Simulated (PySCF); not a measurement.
**Computed properties of Si(Cl)2(GeH3)(OH) (Cl2GeH4OSi), SMILES [Si](Cl)([GeH3])(Cl)O**

Cl₂GeH₄OSi, SMILES Cl[Si](O)(Cl)[GeH3]. Coordinates come from a ωB97X-D3(BJ)/def2-SVP optimisation. The structure was generated by enumeration, and PubChem lists no compound with its InChIKey, so it may never have been made. One conformer was computed; it need not be the lowest. All values are computed for the isolated molecule unless a solvent is named; none is compared with measurement here.

**Structure.** The optimised structure has Cs symmetry. All 21 harmonic modes at ωB97X-D3(BJ)/def2-SVP (PySCF) are real, so it is a minimum. With heavy atoms numbered as in [OH:1][Si:2]([Cl:3])([Cl:4])[GeH3:5], the shortest bond between them is O1–Si2 at 1.648 Å and the longest Si2–Ge5 at 2.343 Å.

**Vibrations.** The strongest infrared lines (harmonic, unscaled, degenerate partners summed) lie at 803 cm⁻¹ (238 km/mol, H 74 %, O 19 %), 821 cm⁻¹ (168 km/mol, H 90 %), 610 cm⁻¹ (161 km/mol, Si 65 %, Cl 28 %). The softest mode is at 88 cm⁻¹ and the zero-point energy is 26.6 kcal/mol.

**Electronic structure.** HF/def2-TZVP (PySCF) places the frontier levels at -11.29 and 3.07 eV, a gap of 14.36 eV, and gives a dipole moment of 0.86 D and a mean polarisability of 76.0 bohr³. PBE/def2-TZVP (PySCF) at the same geometry gives -7.33 and -1.02 eV, so its gap is 8.05 eV narrower. An orbital gap is neither the optical nor the fundamental gap.

**Excitations.** TDA-M06-2X/def2-SVPD (PySCF) has S1 at 7.32 eV (169 nm, f = 0.095, bright); the most intense of the 10 singlets computed lies at 7.59 eV (f = 0.33). T1 (TDA) is at 6.51 eV, 0.81 eV under S1. TDA-PBE/def2-SVPD (PySCF) puts S1 at 6.50 eV. No vertical singlet excitation falls in the visible range (under 3.1 eV).

**NMR.** GIAO shifts at KT2/pcSseg-1 (PySCF) (non-relativistic, atoms alike by connectivity averaged): ¹H from 3.2 to 3.9 ppm against TMS; ²⁹Si at 20.9 ppm against TMS. Without spin–orbit terms, shifts of atoms bonded to Cl or Br come out too high.
